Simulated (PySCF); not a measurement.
**(8,1) BN nanotube piece (B11H18N11): Orbital levels and atomic charges**

System: (8,1) BN nanotube piece (B11H18N11).

Cartesian coordinates (Å):
```
  1 B     3.633    0.936    0.501
  2 N     2.925    2.066    0.008
  3 B     2.160    2.979    0.793
  4 N     0.910    3.406    0.266
  5 B    -0.304    3.502    1.000
  6 N    -1.474    2.910    0.394
  7 B    -1.693    2.869   -1.023
  8 N    -2.341    1.747   -1.579
  9 B    -2.177    1.975    1.230
 10 N    -2.668    0.761    0.658
 11 B    -2.612    0.592   -0.771
 12 N    -2.668   -0.715   -1.335
 13 B    -2.944   -0.391    1.477
 14 N    -2.824   -1.666    0.888
 15 B    -2.470   -1.849   -0.484
 16 N    -1.742   -2.991   -0.973
 17 B    -0.701   -3.594   -0.201
 18 N     0.598   -3.688   -0.770
 19 B     1.785   -3.424   -0.018
 20 N     2.732   -2.513   -0.556
 21 B     3.487   -1.578    0.214
 22 N     3.612   -0.254   -0.286
 23 H     4.114    0.941    1.563
 24 H     2.584    1.958   -0.942
 25 H     2.490    3.257    1.877
 26 H     0.752    3.141   -0.700
 27 H    -0.297    3.878    2.106
 28 H    -1.324    3.740   -1.726
 29 H    -2.480    1.693   -2.577
 30 H    -2.243    2.150    2.386
 31 H    -2.562   -0.815   -2.333
 32 H    -3.199   -0.279    2.615
 33 H    -2.850   -2.482    1.478
 34 H    -1.558   -2.947   -1.968
 35 H    -0.869   -3.871    0.921
 36 H     0.649   -3.422   -1.747
 37 H     1.907   -3.831    1.068
 38 H     2.537   -2.211   -1.504
 39 H     3.884   -1.858    1.274
 40 H     3.244   -0.123   -1.223
```

Method: PBE0/6-31G*, gas phase, PySCF, fitting set def2-universal-JFIT up to Ne and JKFIT beyond, grid level 1.

(1) Give the orbital energies near the gap.

(2) Give the partial charges of the non-hydrogen atoms.

## Answers

(1) 
| orbital | eV |
| --- | --- |
| HOMO-4 | -8.05 |
| HOMO-3 | -7.98 |
| HOMO-2 | -7.52 |
| HOMO-1 | -6.97 |
| HOMO | -6.90 |
| LUMO | 0.02 |
| LUMO+1 | 0.35 |
| LUMO+2 | 0.52 |
| LUMO+3 | 0.96 |

(2) 
| atom | Mulliken | IAO | Hirshfeld |
| --- | --- | --- | --- |
| B1 | 0.30 | 0.23 | 0.16 |
| N2 | -0.59 | -0.47 | -0.22 |
| B3 | 0.30 | 0.23 | 0.16 |
| N4 | -0.60 | -0.46 | -0.22 |
| B5 | 0.32 | 0.26 | 0.18 |
| N6 | -0.43 | -0.41 | -0.21 |
| B7 | 0.22 | 0.18 | 0.14 |
| N8 | -0.63 | -0.47 | -0.22 |
| B9 | 0.28 | 0.23 | 0.17 |
| N10 | -0.43 | -0.41 | -0.20 |
| B11 | 0.51 | 0.39 | 0.20 |
| N12 | -0.65 | -0.50 | -0.23 |
| B13 | 0.29 | 0.22 | 0.16 |
| N14 | -0.63 | -0.48 | -0.21 |
| B15 | 0.54 | 0.41 | 0.20 |
| N16 | -0.62 | -0.50 | -0.24 |
| B17 | 0.29 | 0.23 | 0.16 |
| N18 | -0.59 | -0.47 | -0.22 |
| B19 | 0.30 | 0.23 | 0.16 |
| N20 | -0.59 | -0.47 | -0.22 |
| B21 | 0.30 | 0.23 | 0.16 |
| N22 | -0.59 | -0.47 | -0.22 |
